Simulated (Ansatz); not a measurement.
Z-matrix (Å, degrees):
```
Zn
Br 1 2.242
H 1 1.524 2 180.0
```

The species carries charge 0 and has multiplicity 1.

**Question.** List the PBE/def2-TZVPP orbital energies in eV (Ansatz 0.2.0). (Best estimate.)

**Answer.** Ansatz gave: Occupied: -13088.65, -9408.25, -1681.77, -1516.13, -1516.08, -1516.08, -1134.78, -1000.56, -1000.56, -1000.51, -228.55, -170.68, -170.53, -170.53, -126.91, -84.29, -84.29, -84.19, -67.36, -67.31, -67.31, -67.20, -67.20, -18.86, -12.87, -12.42, -12.42, -12.39, -12.39, -9.15, -7.95, -7.12, -7.12. Lowest empty: -1.43, -1.40, -1.40, 1.69, 2.04, 3.82, 3.82, 4.47.
